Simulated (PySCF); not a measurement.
Structure from NMR data

The spectra below were simulated for a compound C6H9ClSi.

¹H NMR (300 MHz, computed): δ 6.54 (m, 1H), 6.40 (m, 1H), 4.28 (m, 1H), 1.53 (m, 1H), 1.27 (m, 1H), 1.04 (m, 1H), 0.91 (m, 1H), 0.89 (m, 1H), 0.67 (m, 1H).

¹³C{¹H} NMR (computed): δ 148.9 (C), 133.2 (CH2), 33.1 (C), 19.3 (CH2), 14.3 (CH2), 9.4 (CH2).

PySCF 2.14.0 with density-fitted response routines calculation with GFN2-xTB geometry and GIAO PBE0/pcSseg-1 shieldings; one computed conformer, non-relativistic, isolated molecule.

Scale: TMS for ¹H and ¹³C (reference shieldings calculated alike).

Q: Which of these isomers gave the spectra?
A. CC#C[Si@@H](Cl)C1CC1
B. C=C1[SiH2][C@H](Cl)/C1=C\C
C. C=C1[SiH2][C@@H]1C1(Cl)CC1
D. C=C1C[C@@H]1[C@]1(Cl)C[SiH2]1
E. C=C1[SiH2][C@@H](Cl)/C1=C/C
F. C=C1C[Si@H]1C1(Cl)CC1

A: F. 

The formula gives 3 degrees of unsaturation (2 rings in the answer). 6 carbon signals for 6 carbons: no two carbons are equivalent. Carbon types of the structure: 2 × C, 4 × CH2, leaving 1 H on heteroatoms. δC 148.9: fully substituted alkene carbon; an sp2 carbon of a C=C bond. δC 133.2: terminal =CH2 carbon; an sp2 carbon of a C=C bond. δC 33.1, 19.3, 14.3, 9.4: three-membered-ring carbon. δH 6.54, 6.40: hydrogen on a terminal =CH2 carbon; attached to an sp2 carbon and in the plane of the double bond. δH 1.53, 1.27, 1.04, 0.91, 0.89, 0.67: hydrogen on a three-membered-ring carbon; cyclopropane-type protons are shielded by the ring.

The others: C=C1C[C@@H]1[C@]1(Cl)C[SiH2]1 has carbons computed at 144.6, 111.6, 51.3, 27.6, 11.9, 9.6, with a different DEPT pattern; CC#C[Si@@H](Cl)C1CC1 would give 7 signals for carbon-bound and other non-exchanging H, not 9; C=C1[SiH2][C@H](Cl)/C1=C\C would give 7 signals for carbon-bound and other non-exchanging H, not 9; C=C1[SiH2][C@@H]1C1(Cl)CC1 has carbons computed at 150.8, 133.5, 49.1, 27.3, 18.5, 14.1, with a different DEPT pattern; C=C1[SiH2][C@@H](Cl)/C1=C/C would give 7 signals for carbon-bound and other non-exchanging H, not 9.

Carbons that carry Cl, above all several Cl atoms, come out too deshielded, partly because spin–orbit coupling is missing. Shifts are as computed. Against solution values, carbons near 30 ppm lie about +3 ppm off and those near 130 ppm about +5 ppm; carbons on Cl a further +6 ppm. Of 1309 compounds with measured shifts, 239 miss one by over three times the rms of a fit or turn the order of signals round; such compounds aren't used in these exercises. No couplings were computed; multiplicities are counted from neighbouring protons, with m where these are inequivalent, close in shift, in a saturated or five-membered ring or joined by F or P, and br s for small geminal =CH2 splittings.
